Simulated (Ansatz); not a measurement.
The Al1–H2 bond of AlClH2 (SMILES [AlH2][Cl]) is stretched (multiplicity 1, the rest rigid).
Geometry at rest (charge 0, multiplicity 1):
| atom | x (Å) | y (Å) | z (Å) |
|---|---|---|---|
| Al | -0.0049 | -0.3511 | -1.0144 |
| H | -1.3925 | -0.4549 | -1.7398 |
| H | 1.3762 | -0.7220 | -1.6606 |
| Cl | 0.0047 | 0.3377 | 0.9757 |

Frozen-core correlation.

Run with Ansatz (a quantum-chemistry and plane-wave program). Values without a source in brackets are computed.

Energies above the point at 1.569 Å (the B3LYP-D3(BJ) bond length), FIC-MRCISD+Q on CASSCF(2,2)/cc-pV(T+d)Z (kcal/mol): 5.03 at 1.412 Å; 3.24 at 1.726 Å; 87.14 at 5.022 Å.

Question: Take the last value as the depth D of a Morse curve D(1 − e^(−a(R − R₀)))², fit a and R₀ to the two near points, and test it at 2.118 and 2.746 Å.

Answer: 
With D = 87.1, both near points (counted from the curve's value at 1.569 Å) are met by a = 1.37 Å⁻¹ and R₀ = 1.570 Å, so k = 2Da² = 326 kcal/(mol Å²). The curve then gives 24.3 and 55.8 kcal/mol; the level itself gives 25.2 and 60.9, so Morse is off by -0.9 and -5.1.
